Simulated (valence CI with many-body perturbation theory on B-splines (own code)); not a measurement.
## E1 line list for Hg XLVIII

Level of theory: relativistic CI+MBPT: five valence electrons over a frozen Dirac-Fock core [Ar] 3d10, radial functions for each j: 11 s, 11 p, 10 d, 8 f, 5 g, 2 h, with the one-electron correlation potential Σ1 (screened to all orders), the two-electron term Σ2, the three-electron term Σ3, Breit, model QED; selected single and double excitations, second order for the rest, scaled by the run's own slope (own B-spline code, finite nucleus).

The last digits are not significant, and no measured levels were compared; by estimate large intervals hold to a few tenths of a per cent, small ones and those within an open d or f shell to about a per cent. Among the levels kept, up to 2000 cm⁻¹ of a level comes from second order outside the variational space, and about a tenth of that is noise between levels of different J, which matters for small intervals.

Lines 201 to 250 of 548 in falling wavelength, among levels below 5563.7 × 10³ cm⁻¹, chosen from the strongest by gf and those to the six lowest levels. Wavelengths and rates use the calculated energies. Electric multipoles are in the length gauge, E1 and E2 with the static RPA response of the core. Weak lines are less certain than strong ones. Lines between different terms over intervals too small for the method are left out, as are lines whose strength nearly cancels. Where a level lies close to another of its J and parity, the split of strength between their lines is uncertain. The highest levels of a list are the least certain.

Levels are named by their leading jj configuration (3d3/2^4 stands for four electrons in 3d with j = 3/2), which in mixed levels can hold well under half, so a name can repeat and another be missing. Letters in brackets count levels of one name in rising energy.

| λ vac (nm) | Upper | Lower | A (s⁻¹) | S (a.u.) with core polarisation | S without |
| --- | --- | --- | --- | --- | --- |
| 5.514 | (4s 4p1/2 4p3/2^2 4d3/2) J=5/2 [c] | (4s^2 4p1/2 4p3/2 4d5/2) J=3/2 [b] | 4.97e+10 | 2.47e-02 | 2.60e-02 |
| 5.513 | (4s 4p1/2 4p3/2^2 4d5/2) J=7/2 [e] | (4s 4p1/2 4p3/2^3) J=5/2 | 8.29e+11 | 5.49e-01 | 5.77e-01 |
| 5.505 | (4s 4p1/2^2 4d3/2 4d5/2) J=5/2 [b] | (4s 4p1/2^2 4p3/2 4d3/2) J=5/2 [a] | 8.09e+10 | 4.00e-02 | 4.21e-02 |
| 5.501 | (4s 4p1/2 4p3/2^2 4d5/2) J=3/2 [e] | (4s 4p1/2 4p3/2^3) J=3/2 [b] | 3.81e+11 | 1.25e-01 | 1.32e-01 |
| 5.499 | (4s^2 4p1/2 4p3/2 4f7/2) J=7/2 [b] | (4s^2 4p1/2 4p3/2 4d3/2) J=5/2 [b] | 6.20e+10 | 4.07e-02 | 4.27e-02 |
| 5.498 | (4s 4p1/2 4p3/2^2 4d5/2) J=5/2 [f] | (4s 4p1/2 4p3/2^3) J=5/2 | 6.78e+11 | 3.33e-01 | 3.51e-01 |
| 5.493 | (4s^2 4p1/2 4d5/2^2) J=5/2 | (4s^2 4p1/2 4p3/2 4d5/2) J=5/2 [a] | 1.51e+11 | 7.43e-02 | 7.82e-02 |
| 5.477 | (4s 4p1/2^2 4p3/2 4d5/2) J=7/2 [b] | (4s 4p1/2^2 4p3/2^2) J=5/2 | 3.75e+11 | 2.43e-01 | 2.56e-01 |
| 5.474 | (4s 4p1/2 4p3/2^2 4d5/2) J=3/2 [e] | (4s 4p1/2 4p3/2^3) J=1/2 | 1.02e+12 | 3.31e-01 | 3.48e-01 |
| 5.464 | (4s^2 4p1/2 4p3/2 4d5/2) J=5/2 [b] | (4s^2 4p1/2 4p3/2^2) J=3/2 | 8.96e+11 | 4.33e-01 | 4.55e-01 |
| 5.462 | (4s 4p1/2 4p3/2^2 4d5/2) J=5/2 [d] | (4s 4p1/2 4p3/2^3) J=3/2 [a] | 5.64e+11 | 2.72e-01 | 2.86e-01 |
| 5.461 | (4s 4p1/2^2 4p3/2 4d3/2) J=3/2 [b] | (4s^2 4p1/2^2 4d5/2) J=5/2 | 7.14e+09 | 2.30e-03 | 2.42e-03 |
| 5.439 | (4s 4p1/2 4p3/2^2 4d5/2) J=5/2 [e] | (4s 4p1/2 4p3/2^3) J=3/2 [a] | 7.87e+10 | 3.75e-02 | 3.94e-02 |
| 5.434 | (4s 4p1/2 4p3/2^2 4d3/2) J=3/2 [b] | (4s^2 4p1/2 4p3/2 4d5/2) J=3/2 [a] | 1.02e+11 | 3.23e-02 | 3.40e-02 |
| 5.416 | (4s^2 4p3/2^2 4d5/2) J=5/2 [b] | (4s^2 4p3/2^3) J=3/2 | 1.27e+12 | 6.00e-01 | 6.31e-01 |
| 5.412 | (4s 4p1/2^2 4p3/2 4f5/2) J=7/2 [b] | (4s 4p1/2^2 4p3/2 4d3/2) J=5/2 [b] | 3.05e+11 | 1.91e-01 | 2.01e-01 |
| 5.403 | (4s 4p1/2 4p3/2^2 4d5/2) J=3/2 [d] | (4s 4p1/2 4p3/2^3) J=5/2 | 2.30e+11 | 7.17e-02 | 7.55e-02 |
| 5.394 | (4s 4p1/2 4p3/2^2 4d5/2) J=7/2 [a] | (4s^2 4p1/2 4p3/2 4d5/2) J=5/2 [b] | 3.90e+11 | 2.41e-01 | 2.54e-01 |
| 5.391 | (4s^2 4p1/2 4p3/2 4d5/2) J=3/2 [b] | (4s^2 4p1/2 4p3/2^2) J=3/2 | 3.55e+09 | 1.10e-03 | 1.15e-03 |
| 5.378 | (4s 4p1/2^2 4p3/2 4f5/2) J=3/2 [b] | (4s 4p1/2^2 4p3/2 4d3/2) J=1/2 [b] | 1.69e+11 | 5.20e-02 | 5.44e-02 |
| 5.369 | (4s^2 4p1/2 4p3/2 4f5/2) J=5/2 [a] | (4s^2 4p1/2 4p3/2 4d3/2) J=3/2 [a] | 1.12e+11 | 5.16e-02 | 5.39e-02 |
| 5.365 | (4s 4p1/2 4p3/2^2 4d5/2) J=3/2 [c] | (4s 4p1/2 4p3/2^3) J=3/2 [a] | 7.28e+10 | 2.22e-02 | 2.34e-02 |
| 5.361 | (4s^2 4p1/2 4p3/2 4f5/2) J=7/2 | (4s^2 4p1/2 4p3/2 4d3/2) J=5/2 [a] | 1.73e+11 | 1.05e-01 | 1.10e-01 |
| 5.355 | (4s^2 4p1/2 4p3/2 4d5/2) J=1/2 | (4s^2 4p1/2 4p3/2^2) J=3/2 | 1.25e+11 | 1.89e-02 | 1.99e-02 |
| 5.350 | (4s^2 4p1/2^2 4f5/2) J=5/2 | (4s^2 4p1/2^2 4d3/2) J=3/2 | 1.54e+11 | 6.97e-02 | 7.29e-02 |
| 5.339 | (4s 4p1/2^2 4p3/2 4f7/2) J=5/2 | (4s 4p1/2^2 4p3/2 4d3/2) J=3/2 [b] | 2.11e+11 | 9.52e-02 | 9.98e-02 |
| 5.332 | (4s 4p1/2^2 4p3/2 4f7/2) J=7/2 [b] | (4s 4p1/2^2 4p3/2 4d3/2) J=5/2 [b] | 4.51e+10 | 2.70e-02 | 2.84e-02 |
| 5.329 | (4s 4p1/2^2 4p3/2 4f7/2) J=9/2 [a] | (4s 4p1/2^2 4p3/2 4d3/2) J=7/2 | 2.97e+11 | 2.22e-01 | 2.33e-01 |
| 5.328 | (4s 4p1/2 4p3/2^2 4d3/2) J=7/2 [c] | (4s^2 4p1/2 4p3/2 4d5/2) J=5/2 [b] | 5.94e+10 | 3.55e-02 | 3.73e-02 |
| 5.328 | (4s^2 4p1/2 4p3/2 4f7/2) J=9/2 [a] | (4s^2 4p1/2 4p3/2 4d3/2) J=7/2 | 1.36e+11 | 1.01e-01 | 1.06e-01 |
| 5.308 | (4s^2 4p1/2 4p3/2 4f5/2) J=3/2 [a] | (4s^2 4p1/2 4p3/2 4d3/2) J=1/2 [a] | 9.00e+10 | 2.66e-02 | 2.78e-02 |
| 5.294 | (4s 4p1/2 4p3/2^2 4d3/2) J=3/2 [f] | (4s^2 4p1/2 4p3/2 4d5/2) J=1/2 | 7.59e+10 | 2.22e-02 | 2.34e-02 |
| 5.285 | (4s 4p1/2 4p3/2^2 4d5/2) J=5/2 [f] | (4s 4p1/2 4p3/2^3) J=3/2 [a] | 3.96e+11 | 1.73e-01 | 1.82e-01 |
| 5.281 | (4s 4p1/2^2 4p3/2 4f5/2) J=7/2 [a] | (4s 4p1/2^2 4p3/2 4d3/2) J=5/2 [a] | 3.37e+11 | 1.96e-01 | 2.05e-01 |
| 5.265 | (4s 4p1/2^2 4p3/2 4f5/2) J=5/2 [a] | (4s 4p1/2^2 4p3/2 4d3/2) J=3/2 [a] | 3.37e+11 | 1.45e-01 | 1.53e-01 |
| 5.256 | (4s 4p1/2^2 4p3/2 4f5/2) J=5/2 [b] | (4s 4p1/2^2 4p3/2 4d3/2) J=3/2 [b] | 5.72e+10 | 2.46e-02 | 2.57e-02 |
| 5.251 | (4s 4p1/2^2 4p3/2 4d5/2) J=5/2 [b] | (4s 4p1/2^2 4p3/2^2) J=5/2 | 6.42e+10 | 2.75e-02 | 2.90e-02 |
| 5.251 | (4s 4p1/2^2 4p3/2 4f5/2) J=5/2 [a] | (4s 4p1/2^2 4p3/2 4d3/2) J=5/2 [a] | 1.33e+11 | 5.69e-02 | 5.97e-02 |
| 5.249 | (4s 4p1/2 4p3/2^2 4d3/2) J=7/2 [a] | (4s^2 4p1/2 4p3/2 4d3/2) J=5/2 [b] | 7.92e+10 | 4.52e-02 | 4.75e-02 |
| 5.234 | (4s 4p1/2^2 4d5/2^2) J=9/2 | (4s 4p1/2^2 4p3/2 4d3/2) J=7/2 | 3.15e+11 | 2.23e-01 | 2.34e-01 |
| 5.232 | (4s 4p1/2^2 4p3/2 4d3/2) J=5/2 [b] | (4s^2 4p1/2^2 4d5/2) J=5/2 | 2.84e+09 | 1.20e-03 | 1.28e-03 |
| 5.219 | (4s 4p1/2^2 4p3/2 4f5/2) J=3/2 [a] | (4s 4p1/2^2 4p3/2 4d3/2) J=1/2 [a] | 1.51e+11 | 4.25e-02 | 4.46e-02 |
| 5.216 | (4s 4p1/2^2 4p3/2 4f5/2) J=3/2 [a] | (4s 4p1/2^2 4p3/2 4d3/2) J=3/2 [a] | 2.11e+11 | 5.90e-02 | 6.20e-02 |
| 5.207 | (4s 4p1/2^2 4p3/2 4f5/2) J=1/2 | (4s 4p1/2^2 4p3/2 4d3/2) J=1/2 [a] | 3.51e+11 | 4.89e-02 | 5.13e-02 |
| 5.202 | (4s^2 4p1/2 4p3/2 4f7/2) J=9/2 [b] | (4s^2 4p1/2 4p3/2 4d3/2) J=7/2 | 8.67e+10 | 6.03e-02 | 6.32e-02 |
| 5.197 | (4s 4p1/2 4p3/2^2 4d5/2) J=9/2 [b] | (4s^2 4p1/2 4p3/2 4d5/2) J=7/2 [b] | 2.58e+11 | 1.79e-01 | 1.88e-01 |
| 5.158 | (4s 4p1/2^2 4d3/2 4d5/2) J=7/2 [b] | (4s^2 4p1/2^2 4f5/2) J=5/2 | 6.64e+10 | 3.60e-02 | 3.79e-02 |
| 5.151 | (4s^2 4p1/2 4p3/2 4f7/2) J=9/2 [c] | (4s^2 4p1/2 4p3/2 4d3/2) J=7/2 | 9.73e+10 | 6.56e-02 | 6.89e-02 |
| 5.127 | (4s^2 4p1/2 4p3/2 4f7/2) J=7/2 [b] | (4s^2 4p1/2 4p3/2 4d3/2) J=7/2 | 3.89e+10 | 2.07e-02 | 2.17e-02 |
| 5.106 | (4s^2 4p1/2 4p3/2 4f7/2) J=7/2 [c] | (4s^2 4p1/2 4p3/2 4d3/2) J=5/2 [b] | 2.12e+11 | 1.12e-01 | 1.17e-01 |
